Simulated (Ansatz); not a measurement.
Ansatz (a program for electronic structure) input (B3LYP-D3(BJ)/def2-TZVP):

Ansatz 0.2 input:
```yaml
crystal:
  periodic: [false, false, false]
  atoms:
    - {symbol: Cu, position_ang: [0.00000000, 0.00000000, 0.00000000]}
    - {symbol: I, position_ang: [0.00000000, 0.00000000, 2.47570087]}
    - {symbol: I, position_ang: [-0.00000000, -0.00000000, -2.47570087]}
basis:
  gaussian:
    orbitals: def2-TZVP
hamiltonian:
  xc: b3lyp
  dispersion: d3bj
total_charge: -1
phonons: {temperatures: {t_min: 298.15, t_max: 298.15, t_step: 100}}
```

Output:

```
Functional definition: B3LYP
integrals: 0.13 GiB planned
1470 factors; integrals over basis functions are off by at most 3.1e-4 eV
mean field: 0.85 GiB planned
mean field evaluation 1: about -60846.3234 eV, gradient 1.1e2 eV
mean field evaluation 2: about -60808.1098 eV, gradient 2.4e2 eV
mean field evaluation 4: about -60855.8328 eV, gradient 5.2e0 eV
mean field evaluation 8: about -60855.9123 eV, gradient 4.6e-1 eV
mean field evaluation 16: about -60855.9128 eV, gradient 4.8e-5 eV
mean field -60855.91275687 eV, -2236.4135441956 hartree, gradient 2.9e-5 eV, S^2 0.000000; 0 other end points of the search recorded, 0 dependent functions left out
the calculation of the forces begins
reference -60855.91296641 eV, -2236.4135518961 hartree; 40, 40 occupied and 105, 105 virtual orbitals, 1470 factors
these checks for a lower state are left out or cut short: stability, starts, cluster_reference, orbital_swaps, neighbouring_geometries, increment
integrals: 0.13 GiB planned
1470 factors; integrals over basis functions are off by at most 3.1e-4 eV
mean field: 0.85 GiB planned
mean field -60855.91275440 eV, -2236.4135441048 hartree, gradient 9.9e-7 eV, S^2 0.000000; 0 other end points of the search recorded, 0 dependent functions left out
the calculation of the forces begins
reference -60855.91296394 eV, -2236.4135518053 hartree; 40, 40 occupied and 105, 105 virtual orbitals, 1470 factors
these checks for a lower state are left out or cut short: stability, starts, cluster_reference, orbital_swaps, neighbouring_geometries, increment
integrals: 0.13 GiB planned
1470 factors; integrals over basis functions are off by at most 3.1e-4 eV
mean field: 0.85 GiB planned
mean field evaluation 32: about -60855.9128 eV, gradient 9.9e-7 eV
mean field -60855.91275440 eV, -2236.4135441048 hartree, gradient 9.9e-7 eV, S^2 0.000000; 0 other end points of the search recorded, 0 dependent functions left out
the calculation of the forces begins
reference -60855.91296394 eV, -2236.4135518053 hartree; 40, 40 occupied and 105, 105 virtual orbitals, 1470 factors
these checks for a lower state are left out or cut short: stability, starts, cluster_reference, orbital_swaps, neighbouring_geometries, increment
integrals: 0.13 GiB planned
1470 factors; integrals over basis functions are off by at most 3.1e-4 eV
mean field: 0.85 GiB planned
mean field -60855.91275440 eV, -2236.4135441048 hartree, gradient 9.9e-7 eV, S^2 0.000000; 0 other end points of the search recorded, 0 dependent functions left out
the calculation of the forces begins
reference -60855.91296394 eV, -2236.4135518053 hartree; 40, 40 occupied and 105, 105 virtual orbitals, 1470 factors
these checks for a lower state are left out or cut short: stability, starts, cluster_reference, orbital_swaps, neighbouring_geometries, increment
integrals: 0.13 GiB planned
1470 factors; integrals over basis functions are off by at most 3.1e-4 eV
mean field: 0.85 GiB planned
mean field -60855.91275440 eV, -2236.4135441048 hartree, gradient 9.9e-7 eV, S^2 0.000000; 0 other end points of the search recorded, 0 dependent functions left out
the calculation of the forces begins
reference -60855.91296394 eV, -2236.4135518053 hartree; 40, 40 occupied and 105, 105 virtual orbitals, 1470 factors
these checks for a lower state are left out or cut short: stability, starts, cluster_reference, orbital_swaps, neighbouring_geometries, increment
integrals: 0.13 GiB planned
1470 factors; integrals over basis functions are off by at most 3.1e-4 eV
mean field: 0.85 GiB planned
mean field -60855.91271685 eV, -2236.4135427250 hartree, gradient 1.6e-6 eV, S^2 0.000000; 0 other end points of the search recorded, 0 dependent functions left out
the calculation of the forces begins
reference -60855.91292639 eV, -2236.4135504254 hartree; 40, 40 occupied and 105, 105 virtual orbitals, 1470 factors
these checks for a lower state are left out or cut short: stability, starts, cluster_reference, orbital_swaps, neighbouring_geometries, increment
integrals: 0.13 GiB planned
1470 factors; integrals over basis functions are off by at most 3.1e-4 eV
mean field: 0.85 GiB planned
mean field -60855.91271685 eV, -2236.4135427250 hartree, gradient 1.6e-6 eV, S^2 0.000000; 0 other end points of the search recorded, 0 dependent functions left out
the calculation of the forces begins
reference -60855.91292639 eV, -2236.4135504254 hartree; 40, 40 occupied and 105, 105 virtual orbitals, 1470 factors
these checks for a lower state are left out or cut short: stability, starts, cluster_reference, orbital_swaps, neighbouring_geometries, increment
integrals: 0.13 GiB planned
1470 factors; integrals over basis functions are off by at most 3.1e-4 eV
mean field: 0.85 GiB planned
mean field evaluation 64: about -60855.9128 eV, gradient 1.5e-5 eV
mean field -60855.91275627 eV, -2236.4135441738 hartree, gradient 1.9e-6 eV, S^2 0.000000; 0 other end points of the search recorded, 0 dependent functions left out
the calculation of the forces begins
reference -60855.91296581 eV, -2236.4135518742 hartree; 40, 40 occupied and 105, 105 virtual orbitals, 1470 factors
these checks for a lower state are left out or cut short: stability, starts, cluster_reference, orbital_swaps, neighbouring_geometries, increment
integrals: 0.13 GiB planned
1470 factors; integrals over basis functions are off by at most 3.1e-4 eV
mean field: 0.85 GiB planned
mean field -60855.91275627 eV, -2236.4135441738 hartree, gradient 1.9e-6 eV, S^2 0.000000; 0 other end points of the search recorded, 0 dependent functions left out
the calculation of the forces begins
reference -60855.91296581 eV, -2236.4135518742 hartree; 40, 40 occupied and 105, 105 virtual orbitals, 1470 factors
these checks for a lower state are left out or cut short: stability, starts, cluster_reference, orbital_swaps, neighbouring_geometries, increment
integrals: 0.13 GiB planned
1470 factors; integrals over basis functions are off by at most 3.1e-4 eV
mean field: 0.85 GiB planned
mean field -60855.91275627 eV, -2236.4135441738 hartree, gradient 1.9e-6 eV, S^2 0.000000; 0 other end points of the search recorded, 0 dependent functions left out
the calculation of the forces begins
reference -60855.91296581 eV, -2236.4135518742 hartree; 40, 40 occupied and 105, 105 virtual orbitals, 1470 factors
these checks for a lower state are left out or cut short: stability, starts, cluster_reference, orbital_swaps, neighbouring_geometries, increment
integrals: 0.13 GiB planned
1470 factors; integrals over basis functions are off by at most 3.1e-4 eV
mean field: 0.85 GiB planned
mean field -60855.91275627 eV, -2236.4135441738 hartree, gradient 1.9e-6 eV, S^2 0.000000; 0 other end points of the search recorded, 0 dependent functions left out
the calculation of the forces begins
reference -60855.91296581 eV, -2236.4135518742 hartree; 40, 40 occupied and 105, 105 virtual orbitals, 1470 factors
these checks for a lower state are left out or cut short: stability, starts, cluster_reference, orbital_swaps, neighbouring_geometries, increment
integrals: 0.13 GiB planned
1470 factors; integrals over basis functions are off by at most 3.1e-4 eV
mean field: 0.85 GiB planned
mean field -60855.91282791 eV, -2236.4135468063 hartree, gradient 9.8e-7 eV, S^2 0.000000; 0 other end points of the search recorded, 0 dependent functions left out
the calculation of the forces begins
reference -60855.91303749 eV, -2236.4135545082 hartree; 40, 40 occupied and 105, 105 virtual orbitals, 1470 factors
these checks for a lower state are left out or cut short: stability, starts, cluster_reference, orbital_swaps, neighbouring_geometries, increment
integrals: 0.13 GiB planned
1470 factors; integrals over basis functions are off by at most 3.1e-4 eV
mean field: 0.85 GiB planned
mean field evaluation 96: about -60855.8643 eV, gradient 3.1e-1 eV
mean field -60855.91264309 eV, -2236.4135400145 hartree, gradient 1.0e-6 eV, S^2 0.000000; 0 other end points of the search recorded, 0 dependent functions left out
the calculation of the forces begins
reference -60855.91285259 eV, -2236.4135477136 hartree; 40, 40 occupied and 105, 105 virtual orbitals, 1470 factors
Total energy: -60856.10951632 eV, -2236.4207749721 hartree
Atom 0 at     0.000000     0.000000     0.000000 Å, force     0.000000    -0.000000    -0.000000 eV/Å
Atom 1 at     0.000000     0.000000     2.475701 Å, force    -0.000000     0.000000    -0.001953 eV/Å
Atom 2 at    -0.000000    -0.000000    -2.475701 Å, force    -0.000000     0.000000     0.001953 eV/Å
Dipole moment:     0.000000    -0.000000     0.000000 e Å
Vibrations: 65.17 65.17 124.29 261.75 cm⁻¹, zero-point energy 0.032011 eV
```
